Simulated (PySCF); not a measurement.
Te(Cl)(NMe2) (C2H6ClNTe), SMILES CN(C)[Te]Cl.

The structure is a stationary point at PBE0-D3(BJ)/def2-SVP. This is a generated structure with no PubChem entry under its InChIKey; it may be hypothetical. The def2 effective core potentials stand for the cores of Te; spin–orbit coupling is left out. The values are those of a single conformer.

Two levels are set side by side: TDDFT-PBE/def2-SVPD (PySCF) and TDDFT-PBE0/def2-SVPD (PySCF). Vertical, same geometry. The lowest singlet is HOMO→LUMO 100 % with PBE and HOMO→LUMO 100 % with the other functional; states are paired by order. Differences are taken from unrounded values.

| quantity | TDDFT-PBE0 | TDDFT-PBE | TDDFT-PBE minus TDDFT-PBE0 |
|---|---|---|---|
| lowest singlet excitation (eV) | 2.65 | 2.52 | -0.13 |
| lowest triplet excitation (TDA) (eV) | 1.98 | 1.92 | -0.06 |
| first bright state (f over 0.05) (eV) | 4.22 | 3.76 | -0.45 |
| its oscillator strength | 0.06 | 0.06 | 0.00 |

A lower first singlet is the usual sign of a functional without exact exchange. Differences between two approximate levels are no errors against the true value.

Rough cost on one machine, each run with all the roots and properties that it gave: TDDFT-PBE0 against TDDFT-PBE about 4 times.
